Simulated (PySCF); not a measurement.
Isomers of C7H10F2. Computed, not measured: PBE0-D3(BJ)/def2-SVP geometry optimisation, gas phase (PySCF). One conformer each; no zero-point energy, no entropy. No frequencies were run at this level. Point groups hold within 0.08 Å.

Problem. Order them by energy at this level, lowest first, and give relative energies in kcal/mol.
A. `[F:1][CH:2]([F:3])[C@@:4]12[CH2:5][CH2:6][CH2:7][C@@H:8]1[CH2:9]2` with F1–C2–C4–C5 -56°, C2–C4–C5–C6 160°, C4–C5–C6–C7 -30°, C5–C6–C7–C8 31°, C6–C7–C8–C9 45°
B. `[CH3:1][CH2:2]/[CH:3]=[C:4](/[CH:5]=[CH:6]/[F:7])[CH2:8][F:9]` with C1–C2–C3–C4 -108°, C3–C4–C5–C6 173°, C3–C4–C8–F9 -127°
C. `[F:1][C@@H:2]1[CH2:3][CH:4]=[CH:5][C@H:6]([F:7])[CH2:8][CH2:9]1` with F1–C2–C3–C4 161°, C2–C3–C4–C5 31°, C4–C5–C6–F7 149°, C5–C6–C8–C9 -78°

Solution. A (0.0), C (7.3), B (30.1).

As drawn, the lowest has a three-membered ring, two fluorines on one carbon and a quaternary carbon, which the highest lacks; the highest has a C=C bond outside aromatic rings, which the lowest lacks.

```tsv
SMILES	E (Eh)	E rel (kcal/mol)	dipole (D)	point group	A, B, C (MHz)
FC(F)[C@@]12CCC[C@@H]1C2	-471.59249	0.0	2.18	C1	2946, 1193, 1153
F[C@@H]1CC=C[C@H](F)CC1	-471.58082	7.3	0.53	C1	2965, 1120, 880.6
CC/C=C(/C=C/F)CF	-471.54448	30.1	2.75	C1	2670, 759.0, 624.1
```
